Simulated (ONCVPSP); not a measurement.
What one change does to a pseudopotential (cadmium (Cd), ONCV)

cadmium, optimised norm-conserving Vanderbilt (ONCV), made with ONCVPSP 4.0.1 (PBE, scalar-relativistic). Core [Ar] 3d10, reference 4s2 4p6 4d10 5s1.5 (charge +0.5). Waves: 4s+5s: rc 1.45 bohr, ncon 5, nbas 9, qcut 6.4 1/bohr, 3 projectors, debl 1.7 Ha; 4p: rc 1.30 bohr, ncon 4, nbas 7, qcut 8.5 1/bohr, 2 projectors, debl 3.8 Ha; 4d: rc 1.30 bohr, ncon 3, nbas 8, qcut 13.2 1/bohr, local; f scattering state at 0.42 Ha: rc 1.95 bohr, ncon 4, nbas 9, qcut 4.9 1/bohr, 2 projectors, debl 3.6 Ha. Local part: the d channel. Core correction: Teter function, fcfact 4, rcfact 1.7.

Change: all radii but the core radius scaled by about 1.19 (s 1.72, p 1.54, d 1.54, f 2.32 bohr).

Cutoffs: the cutoffs (Ha) at which the residual kinetic energy of the hardest occupied pseudo-wave falls to 1 and 0.1 mHa per electron; they do not see the model core or the augmentation charge, which bear on the density cutoff. Errors are all-electron minus pseudo energies relative to the spin-unpolarised reference configuration.

**Question.** How do hardness, ghosts and transferability respond?

**Answer.** The potential gets softer (54 Ha and 106 Ha → 35 Ha and 41 Ha); the bound ghost in s disappears; of the 4 tests that both files solve, the error grows in 2 and shrinks in 0 by more than 15 % and 0.3 meV (median size 2.5 → 3.5 meV). A larger radius leaves more room for a smooth pseudo-wave, so fewer plane waves are needed.

| quantity | base | changed |
| --- | --- | --- |
| cutoff, loose | 54 Ha | 35 Ha |
| cutoff, tight | 106 Ha | 41 Ha |
| loose cutoff by channel | s 54 Ha, p 26 Ha, d 39 Ha | s 15 Ha, p 21 Ha, d 35 Ha |
| bound ghosts | s | none |
| GHOST(+) flags under 300 eV | none | none |
| error for 4s2 4p6 4d10 5s2, meV [ΔE -3.71 eV] | +0.5 | +0.5 |
| error for 4s2 4p6 4d10 5s1, meV [ΔE 5.56 eV] | -1.2 | -1.3 |
| error for 4s2 4p6 4d10 5s0, meV [ΔE 22.69 eV] | -7.3 | -9.2 |
| error for 4s2 4p6 4d10 5s0 5p1, meV [ΔE 11.34 eV] | -3.9 | -5.6 |
| rms error of d²Exc/dni dnj with the model core, mHa | 3.72 | 3.83 |

 A true bound ghost makes a file unfit for plane-wave use even where its test errors are small: the radial tests pick states by their node count and pass the ghost by.
